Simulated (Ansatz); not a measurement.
`N[CH2][ZnH]` + `O[SiH2]F` → `F[SiH2][O][ZnH]` + CH₃NH₂ at 298.15 K and 1 bar (ligand exchange at a Zn–C bond).

Program: Ansatz. Geometries: PBE0-D4/def2-TZVP. ΔE: electronic, gas phase. CCSD(T)/CBS adds triple-zeta CCSD(T) − MP2 to the extrapolated MP2 energy (def2 sets, frozen cores). For Zn outer-core shells are correlated without core-valence functions, which leaves a few kJ/mol of doubt a bond. Scalar relativity is left out up to krypton. One conformer a species, not always the lowest.

| species | CCSD(T)/CBS energy (Eh) | H − E (kJ/mol) | S (J/(mol·K)) |
| --- | --- | --- | --- |
| `N[CH2][ZnH]` | -1874.10358 | 172.4 | 296.0 |
| `O[SiH2]F` | -465.96250 | 103.4 | 276.2 |
| `F[SiH2][O][ZnH]` | -2244.35972 | 100.0 | 341.5 |
| CH₃NH₂ | -95.75281 | 180.0 | 240.4 |

H − E and S are ideal-gas, rigid-rotor, harmonic terms from PBE0-D4/def2-TZVP, for one conformer and one mirror image of each species. 1 Eh = 2625.50 kJ/mol, R = 8.31446 J/(mol·K).

**Question.** By hand: ΔE, ΔH, ΔS and ΔG.

**Answer.** ΔE = (-2244.35972) + (-95.75281) − (-1874.10358) − (-465.96250) = -0.04645 Eh = -122.0 kJ/mol. Δ(H − E) = 100.0 + 180.0 − 172.4 − 103.4 = 4.2, so ΔH = -117.8 kJ/mol. ΔS = 341.5 + 240.4 − 296.0 − 276.2 = 9.7 J/(mol·K). ΔG = -117.8 − 298.15 × (9.7)/1000 = -120.7 kJ/mol.

**Question.** By hand: the equilibrium constant, and the temperature at which ΔG would vanish if ΔH and ΔS stayed fixed.

**Answer.** log₁₀ K = −ΔG/(RT ln 10) = 21.1. ΔH and −TΔS have one sign here, so there is no such temperature.

The number of gas molecules stays the same, so ΔS is small and ΔH decides. A doubt of 5 kJ/mol in ΔE shifts log₁₀ K by 0.9 here. Other conformers and mirror images would add mixing entropy, several J/(mol·K) or more a flexible species. Modes under 60 cm⁻¹, often nearly free rotors, make the harmonic entropy too high. These are equilibria of isolated gas molecules and say nothing of rates. Largest T1 diagnostic: 0.015 (customary marks: 0.02 for closed shells, 0.045 for open ones).

ΔS is within the doubt of such terms, so its sign, and with it that verdict, could turn.
